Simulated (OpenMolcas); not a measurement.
# Co3+: effect of the active space

```yaml
Program: OpenMolcas 26.06
Method: MS-CASPT2 or its RAS form, IPEA 0.25 Eh, imaginary shift 0.1 Eh
Basis: ANO-RCC-VTZP
Scalar_Hamiltonian: DKH2, point nucleus
Spin-orbit_coupling: state interaction with AMFI integrals over the reference wave functions, term energies averaged over their components
```

A. 6 electrons in 5 orbitals (3d); 2S+1 = 5 even, 5 roots; 2S+1 = 3 even, 45 roots; 2S+1 = 1 even, 50 roots; closed shells correlated: 3s 3p; CASPT2 step of the order of 21 core-seconds
B. 12 electrons in 8 orbitals (RAS1 3p, at most 2 holes; RAS2 3d); 2S+1 = 5 even, 5 roots; 2S+1 = 3 even, 45 roots; 2S+1 = 1 even, 44 roots; closed shells correlated: 3s; CASPT2 step of the order of 40 core-seconds
C. 6 electrons in 9 orbitals (RAS2 3d 4s; RAS3 4p, at most 2 electrons); 2S+1 = 5 even, 30 roots; 2S+1 = 7 even, 1 root kept (CI in the orbitals of an earlier block); 2S+1 = 3 even, 87 roots kept (CI in the orbitals of an earlier block); 2S+1 = 1 even, 86 roots kept (CI in the orbitals of an earlier block); 2S+1 = 5 odd, 3 roots; 2S+1 = 7 odd, 3 roots kept (CI in the orbitals of an earlier block); 2S+1 = 3 odd, 7 roots kept (CI in the orbitals of an earlier block, 0 in the spin-orbit step); closed shells correlated: 3s 3p; CASPT2 step roughly 5 core-minutes
D. 6 electrons in 10 orbitals (3d 4d); 2S+1 = 5 even, 5 roots; 2S+1 = 3 even, 45 roots; 2S+1 = 1 even, 44 roots; closed shells correlated: 3s 3p; CASPT2 step about 40 core-minutes

Energies in cm-1 above 3d6 5D4, the measured ground level; measured values from Sugar and Corliss, J. Phys. Chem. Ref. Data 10, 1097 (1981).

```csv
Level,A,B,C,D,Measured
3d6 5D4,0.0,0.0,0.0,0.0,0.0
3d6 5D3,657,661,714,609,639
3d6 5D2,1111,1117,1201,1028,1078
3d6 5D1,1401,1408,1511,1296,
3d6 5D0,1543,1550,1663,1426,1494
3d6 3P2(1),22930,23300,22510,23760,22883
3d6 3H6,23970,23720,23880,24620,23680
3d6 3H5,24280,24040,24210,24890,24032
3d6 3H4,24480,24260,24390,25070,24272
3d6 3P1(1),24830,25230,24610,25650,24729
3d6 3P0(1),25600,26000,25430,26410,25449
3d6 3F4(1),25630,25700,25310,26330,25396
3d6 3F3(1),25960,26050,25650,26640,25736
3d6 3F2(1),26200,26300,25910,26860,25969
3d6 3G5,29380,29280,29040,29950,29022
3d6 3G4,29960,29870,29680,30490,29592
3d6 3G3,30210,30120,29940,30710,29868
3d6 1I6,36510,36180,36350,37320,35943
3d6 3D1,36720,36990,36010,37110,
3d6 3D2,36730,37000,35990,37130,
3d6 3D3,36930,37210,36230,37350,36554
3d6 1G4(1),37570,37360,36940,38350,36683
3d6 1F3,51260,51660,50330,51940,50630
3d6 3P0(2),59520,59770,57790,59410,58321
```

Deviations, from unrounded energies. A percentage is the sum of absolute deviations over the sum of measured energies, with the sign that they share, or ± where signs differ.

```tsv
Against measurement	Levels	A	B	C	D
mean absolute deviation (cm-1)	20	330	370	180	860
fine structure of the ground term (%)	3	+3.1	+3.7	+11.4	-4.6
other terms of the ground configuration (%)	17	+1.2	±1.4	±0.6	+3.2
```

C lies closest to measurement on these levels and D furthest from it. The largest miss of C in the table is 3d6 3P0(2), by -530 cm-1. The ranking rests on the paired levels alone, and a cruder setting can come out closer through cancelling errors.

The spin-orbit steps hold different terms of 3d6 (B lacks a 1D, a 1S; D lacks a 1D, a 1S), which shifts levels as well.

The two smallest mean deviations differ by little beside CASPT2's spread within terms, so their order carries little weight.

Among A to D the level of the table that moves most is 3d6 3P0(2), by 2000 cm-1 (lowest in C, highest in B). Moves below CASPT2's spread within the term are not significant.

CASPT2 breaks the degeneracy within a term, and the mean is taken; among the terms shown or strongly mixed into the levels shown the widest spread is 1300 cm-1 (3d6 1I, A). Over all roots computed the reference weight is 0.90 to 0.96 in C; the roots of lowest weight are the least certain, and an intruder state may touch them. The CASPT2 spread within a term exceeds the gap to the next term for 3d6 3P(1) and 3d6 3H, 3d6 1I and 3d6 3D, so the order of their levels is uncertain (figures for A; the like holds for B, C, D). Active for correlation alone: 3p; no level in the range computed is led by a configuration that opens it, so any true level of that kind is missing (holds for B). Blocks of more than 70 roots (2S+1 = 3 even, 1 even) ran without multistate coupling (holds for C). Some high roots are left out of the spin-orbit mixing, which shifts the levels that they would mix with (holds for C). Terms from blocks run as CI alone lack orbitals of their own (holds for C). Active for correlation alone: 4d; no level in the range computed is led by a configuration that fills it, so any true level of that kind is missing (holds for D). Measured partners are found by configuration, term and J. A level has none where our copy of the source lacks it or the pairing is in doubt (some pairs that miss far off the trend of their configuration count as doubtful), and it then counts in no deviation. Only configurations of the active space appear. The table leaves out levels that lie high or whose names do not pair safely across all columns.

A number in round brackets counts repeated terms of one configuration in the order of the reference energies.
